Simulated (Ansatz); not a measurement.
`[NH2][GeH2][O][SiH](N)Cl` + `OBF` → `[NH2][GeH2][O]BF` + `N[SiH](O)Cl`  (ligand exchange at a Ge–O bond)

Program: Ansatz. Geometries: PBE0-D4/def2-TZVP. ΔE: electronic, gas phase. CCSD(T)/CBS adds triple-zeta CCSD(T) − MP2 to the extrapolated MP2 energy (def2 sets, frozen cores). This one scheme is used for every species. Functionals use def2-TZVPP. B3LYP here is the variant with VWN-RPA as its local correlation; programs differ in this. For Ge outer-core shells are correlated without core-valence functions, which leaves a few kJ/mol of doubt a bond. Scalar relativity is left out up to krypton. Each species was taken in one conformer, which may not be the lowest.

| level | ΔE (kJ/mol) | difference from CCSD(T)/CBS |
| --- | --- | --- |
| PBE-D4 | 17.1 | 0.8 |
| r2SCAN-D4 | 16.4 | 0.1 |
| PBE0-D4 | 17.6 | 1.3 |
| B3LYP-D4 | 18.9 | 2.6 |
| ωB97X-V | 16.2 | -0.1 |
| ωB97M-V | 16.8 | 0.5 |
| B2PLYP | 11.9 | -4.4 |
| PBE | 10.3 | -6.0 |
| r2SCAN | 14.3 | -2.0 |
| PBE0 | 11.3 | -5.0 |
| B3LYP | 8.2 | -8.1 |
| HF/def2-TZVPP | 10.2 | -6.1 |
| MP2/def2-TZVPP | 17.1 | 0.8 |
| SCS-MP2/def2-TZVPP | 15.8 | -0.5 |
| CCSD/def2-TZVPP | 15.5 | -0.8 |
| CCSD(T)/def2-TZVPP | 16.9 | 0.6 |
| HF/def2-QZVPP | 9.6 | -6.7 |
| MP2/def2-QZVPP | 16.6 | 0.3 |
| SCS-MP2/def2-QZVPP | 15.1 | -1.2 |
| HF/CBS(def2) | 9.5 | -6.8 |
| MP2/CBS(def2) | 16.6 | 0.3 |
| CCSD/CBS(def2) | 15.0 | -1.3 |
| CCSD(T)/CBS | 16.3 | 0 |

Largest T1 diagnostic among the species: 0.013.

In def2-TZVPP, CCSD(T) changes the Hartree–Fock value by +6.6 kJ/mol (the triples alone add +1.4 kJ/mol) and MP2 by +6.9 kJ/mol. The D4 term adds +10.7 kJ/mol with B3LYP and +6.4 kJ/mol with PBE0; it sums over pairs of atoms, weighted by their polarisabilities, and B3LYP, whose exchange is more repulsive, gets the larger term.
